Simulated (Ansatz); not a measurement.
Consider the cleavage of the Ge–Si bond: `[GeH3][SiH]1CS1` + `O[SiH3]` → `[SiH3][O][GeH3]` + `C1[SiH2]S1`.

Computed with Ansatz on PBE0-D4/def2-TZVP structures; ΔE is electronic, products minus reactants. CCSD(T)/CBS is the MP2 limit (def2-TZVPP, def2-QZVPP) plus CCSD(T) − MP2 in def2-TZVPP, frozen cores. DFT in def2-TZVPP. For Ge outer-core shells are correlated without core-valence functions, which leaves a few kJ/mol of doubt a bond. Scalar relativity is left out up to krypton.

`[GeH3][SiH]1CS1`:

Z-matrix (Å, degrees):
```
Ge
Si 1 2.367
H 1 1.536 2 110.4
H 1 1.535 2 108.4 3 119.8
H 1 1.539 2 110.8 3 -120.3
C 2 1.848 1 119.2 3 -141.6
S 2 2.096 1 117.5 3 -77.5
H 2 1.484 1 116.6 3 69.0
H 6 1.086 2 119.3 1 -149.2
H 6 1.086 2 119.9 1 -0.7
```

`O[SiH3]`:

Z-matrix (Å, degrees):
```
Si
O 1 1.648
H 1 1.489 2 111.7
H 1 1.489 2 111.7 3 120.9
H 1 1.481 2 105.9 3 -119.6
H 2 0.957 1 117.9 3 -60.5
```

`[SiH3][O][GeH3]`:

```xyz
9

Si    0.730   -0.677    1.190
O     0.284   -0.526   -0.373
Ge   -0.716    0.627   -1.282
H     1.497    0.517    1.646
H     1.583   -1.885    1.313
H    -0.460   -0.819    2.075
H    -0.702    0.128   -2.730
H    -0.083    2.023   -1.154
H    -2.133    0.612   -0.686
```

`C1[SiH2]S1`:

Cartesian coordinates in Å:
```
C -0.284 0.859 0.256
Si 0.140 -0.862 -0.237
S 1.544 0.669 -0.044
H -0.526 1.081 1.291
H -0.767 1.522 -0.454
H -0.217 -1.334 -1.592
H 0.110 -1.934 0.780
```

**Question.** Is it downhill or uphill in electronic energy at CCSD(T)/CBS, and by how much? (Estimate.)

**Answer.** Computed: Downhill: ΔE = -2.6 kcal/mol.

**Question.** What do these levels give: r2SCAN, SCS-MP2/def2-TZVPP, CCSD/def2-TZVPP, CCSD(T)/def2-TZVPP, HF/def2-QZVPP, MP2/def2-QZVPP? (An estimate is asked.)

**Answer.** Computed: r2SCAN -1.9, SCS-MP2/def2-TZVPP -5.8, CCSD/def2-TZVPP -4.4, CCSD(T)/def2-TZVPP -3.7, HF/def2-QZVPP -10.3, MP2/def2-QZVPP -3.4 kcal/mol.

Largest T1 diagnostic among the species: 0.013.

In def2-TZVPP, CCSD(T) changes the Hartree–Fock value by +6.1 kcal/mol (the triples alone add +0.7 kcal/mol) and MP2 by +5.9 kcal/mol. From PBE to PBE0 (25 % exact exchange), in def2-TZVPP and without D4, ΔE moves by −1.2 kcal/mol.
